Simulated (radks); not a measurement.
Charge is removed step by step from the 4p level of the neodymium ion Nd2+, starting from [Xe] 4f4. Calculated with a radial shooting solver on a logarithmic mesh with Libxc functionals: scalar-relativistic Kohn-Sham, r2SCAN, spin-unpolarised, spherical densities, finite nucleus; meta-GGA in the generalised Kohn-Sham scheme; Fermi nuclear charge, rms radius 4.9123 fm.

| removed (e) | E - E(0) (eV) | eigenvalue (eV) | E minus straight line (eV) |
|---|---|---|---|
| 0 | 0.000 | -243.35 | 0.000 |
| 0.25 | 61.390 | -248.26 | -1.941 |
| 0.5 | 124.04 | -253.41 | -2.623 |
| 0.75 | 188.00 | -258.76 | -1.992 |
| 1 | 253.32 | -264.28 | 0.000 |

Removing the whole electron costs 253.32 eV by Delta-SCF, against 243.35 eV from minus the eigenvalue at the starting occupation. Slater's transition state (half an electron removed) gives 253.41 eV. Integrating minus the eigenvalue over the occupation (Janak's theorem) gives 253.54 eV. In this scalar-relativistic scheme the density is built from large components alone, so the theorem holds only approximately. The mean slope of the eigenvalue, de/dn, is 20.9 eV per electron.
